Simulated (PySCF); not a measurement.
**Magnetisability: `CC1=C(C=O)O[C@H](F)C1`, C₆H₇FO₂**

Geometry:
| atom | x (Å) | y (Å) | z (Å) |
| --- | --- | --- | --- |
| C1 | 0.930 | 1.708 | 0.204 |
| C2 | 0.125 | 0.472 | 0.108 |
| C3 | 0.551 | -0.800 | -0.012 |
| C4 | 1.900 | -1.340 | -0.065 |
| O5 | 2.914 | -0.690 | 0.006 |
| O6 | -0.493 | -1.716 | -0.066 |
| C7 | -1.679 | -1.010 | -0.190 |
| F8 | -2.119 | -1.113 | -1.497 |
| C9 | -1.380 | 0.463 | 0.125 |
| H10 | 0.731 | 2.350 | -0.655 |
| H11 | 0.654 | 2.265 | 1.099 |
| H12 | 1.988 | 1.468 | 0.234 |
| H13 | 1.914 | -2.438 | -0.178 |
| H14 | -2.460 | -1.480 | 0.418 |
| H15 | -1.812 | 1.108 | -0.640 |
| H16 | -1.771 | 0.763 | 1.098 |

Computed, not measured: GIAO KT3/pcSseg-1 magnetisability, rotational g tensor and spin-rotation constants, non-relativistic, gas phase in PySCF. Geometry: GFN2-xTB.

(1) What are the magnetisability and the molar susceptibility?

(2) Split it along the inertial axes a, b, c into diamagnetic and paramagnetic parts about the centre of mass, with the quadrupole moment.

(3) And the rotational g tensor?

Results:

(1) Isotropic -1033 × 10⁻³⁰ J/T², or -62.2 × 10⁻⁶ cm³/mol; principal values -1251, -954, -895 × 10⁻³⁰ J/T², anisotropy 331 × 10⁻³⁰ J/T² (root of half the summed squared differences of the principal values). The susceptibility is in cgs units.

(2) 
```csv
axis,χ (10⁻⁶ cm³/mol),diamagnetic (10⁻⁶ cm³/mol),paramagnetic (10⁻⁶ cm³/mol),summed x² of all electrons (Å²),quadrupole Θ (D Å)
a,-55.2,-536.1,480.9,208.2,-11.01
b,-57.6,-990.8,933.1,101.0,+7.89
c,-73.8,-1311.9,1238.1,25.3,+3.12
```
Anisotropies 2χaa − χbb − χcc = +21.1 and 2χbb − χaa − χcc = +13.8 × 10⁻⁶ cm³/mol. Θ is traceless in Buckingham's convention.

(3) 
| axis | rotational constant (GHz) | g | nuclear part | electronic part |
| --- | --- | --- | --- | --- |
| a | 2.8142 | -0.0423 | 0.5935 | -0.6358 |
| b | 1.2578 | -0.0240 | 0.5274 | -0.5514 |
| c | 0.9511 | -0.0097 | 0.5435 | -0.5532 |

Asymmetric top; isotopes 12C, 19F, 1H, 16O; no vibrational averaging.
